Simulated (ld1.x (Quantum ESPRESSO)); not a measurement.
**Cutoff test, lead, ultrasoft**

- Element: lead (Pb)
- Generator: ld1.x (Quantum ESPRESSO) 7.5
- Type: ultrasoft
- Functional: PBEsol
- Relativity: fully relativistic
- Frozen core: [Xe] 4f14 5d10
- Valence charge: 4
- Reference configuration: 6s2 6p2
- Partial waves: 6s (bound): rcut 2.05, rcutus 2.25 bohr; 6s channel at 0.35 Ry: rcut 2.05, rcutus 2.25 bohr; 6p (bound): rcut 2.25, rcutus 2.90 bohr; 6p channel at 0.85 Ry: rcut 2.25, rcutus 2.90 bohr
- Local potential: all-electron potential smoothed inside 2.85 bohr (lloc = -1)
- Core correction: none
- Augmentation charge: PSQ, inside the norm-conserving radii

Open shells are filled in proportion to 2j + 1 (rel_dist='average').

The pseudo-atom Hamiltonian at the reference potential is diagonalised in spherical Bessel functions j_l(qr) that vanish at 20 bohr, with q² up to the cutoff. All-electron valence levels (Ry): 6s -0.8850, 6p1/2 -0.3392, 6p3/2 -0.2300.

Problem. How do the lowest levels (Ry) of each channel move with the cutoff, and are there ghosts?

Solution.

| cutoff (Ry) | s #1 | s #2 | p1/2 #1 | p3/2 #1 | p3/2 #2 | d #1 | f #1 | Σ f·Δε (mRy) |
| --- | --- | --- | --- | --- | --- | --- | --- | --- |
| 8 | -0.8849 | -0.0367 | -0.3392 | -0.2301 | 0.0255 | 0.0358 | 0.1028 | 0.9 |
| 10 | -0.8849 | -0.0368 | -0.3395 | -0.2302 | 0.0255 | 0.0356 | 0.1028 | 0.6 |
| 12 | -0.8850 | -0.0368 | -0.3395 | -0.2302 | 0.0255 | 0.0355 | 0.1028 | 0.4 |
| 400 | -0.8852 | -0.0368 | -0.3395 | -0.2303 | 0.0255 | 0.0355 | 0.1028 | 0.0 |

Result: no extra level below or beside the all-electron valence levels (s, p1/2, p3/2, d, f tested); 10 mRy is reached at 6 Ry and 1 mRy at 8 Ry.
